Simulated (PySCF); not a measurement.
BrGaH3NO, SMILES [NH2][Ga]([OH])[Br]. Atoms are numbered in the order given.

```xyz
7

Ga    -0.7248     0.1343     0.2096
Br     1.4523    -0.2821    -0.4195
O     -1.3692    -0.5711     1.7148
H     -0.7298    -1.1104     2.1975
N     -1.7740     1.2136    -0.7791
H     -2.7620     1.3357    -0.5870
H     -1.4999     1.5605    -1.6905
```
Charge 0, spin multiplicity 1.

The structure is a stationary point at B3LYP-D3(BJ)/def2-SVP. The structure was generated by enumeration; whether it is a known compound was not checked. One conformer was computed; it need not be the lowest.

Computed with HF/pcSseg-1 (PySCF).

GIAO shieldings, no solvent; atoms listed in one row are averaged. δ = σ(ref) − σ: ¹⁷O against H2O (σ = 333.0 ppm); ¹H against TMS (σ = 31.99 ppm); ¹⁵N against NH3 (σ = 267.3 ppm), references at their B3LYP-D3(BJ)/def2-TZVP geometries, non-relativistic (without spin–orbit terms, shifts of atoms bonded to Cl or Br come out too high).

Computed chemical shifts:
```
nucleus  atoms  count  δ (ppm)
-------  -----  -----  -------
¹⁷O         O3      1     20.9
¹H          H4      1     1.96
¹H          H6      1     1.50
¹H          H7      1     1.42
¹⁵N         N5      1     10.4
```
